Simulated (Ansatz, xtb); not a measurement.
## Relative energy of two isomers of C4H8OSi

Structure X is `C=C[C@@]1([SiH3])CO1`, a singlet and structure Y is `C=C[C@@H]1O[C@H]1[SiH3]`, a singlet. Both are isolated molecules in the gas phase, relaxed with r2SCAN-D4/def2-SVP; each stands in its lowest conformer found.

Quicker runs give these differences E(Y) − E(X): GFN2-xTB −2.76 kJ/mol; HF/STO-3G −9.87 kJ/mol (at GFN2-xTB geometries); r2SCAN-D4/def2-SVP//GFN2-xTB −1.48 kJ/mol.

Estimate E(Y) − E(X) at the level CCSD(T)/def2-SVP + ΔMP2/def2-TZVPP.

Too close to call at this level: CCSD(T)/def2-SVP + ΔMP2/def2-TZVPP gives E(Y) − E(X) = −2.48 kJ/mol.

Level by level:

| level | geometry | E(Y) − E(X) (kJ/mol) | departure from the last row (kJ/mol) | job, with rough time for the two |
| --- | --- | --- | --- | --- |
| GFN2-xTB | GFN2-xTB | −2.76 | −0.28 | optimisation, 0.28 s |
| HF/STO-3G | GFN2-xTB | −9.87 | −7.39 | single point, 0.36 s |
| r2SCAN-D4/def2-SVP//GFN2-xTB | GFN2-xTB | −1.48 | +1.00 | single point, 2.8 s |
| r2SCAN-D4/def2-SVP | r2SCAN-D4/def2-SVP | −2.29 | +0.19 | optimisation, 37 s |
| HF/def2-SVP | r2SCAN-D4/def2-SVP | −5.02 | −2.54 | part of the CCSD(T) run |
| MP2/def2-SVP | r2SCAN-D4/def2-SVP | +2.59 | +5.07 | part of the CCSD(T) run |
| CCSD(T)/def2-SVP | r2SCAN-D4/def2-SVP | +1.11 | +3.59 | single point |
| CCSD(T)/def2-SVP + ΔMP2/def2-TZVPP | r2SCAN-D4/def2-SVP | −2.48 |  | single point, 37 s |

As drawn, both hold the same kinds of bond in the same numbers.

The largest departure from CCSD(T)/def2-SVP + ΔMP2/def2-TZVPP is that of HF/STO-3G, 7.39 kJ/mol. The last row adds to CCSD(T) the change of the MP2 difference between the two basis sets, here −3.59 kJ/mol.

With thermal terms from frequencies at re-optimised GFN2-xTB minima (ideal gas, soft modes damped towards free rotors, one conformer each, 298.15 K, 1 atm): the zero-point term adds +0.48 kJ/mol; ΔH is −2.11 and ΔG −2.44 kJ/mol.

The correlated steps freeze 10 core orbitals. Programs: Ansatz 0.2.0, xtb 6.7.1; the last row on 2 threads of Intel(R) Xeon(R) 6975P-C (Granite Rapids) on a shared host.
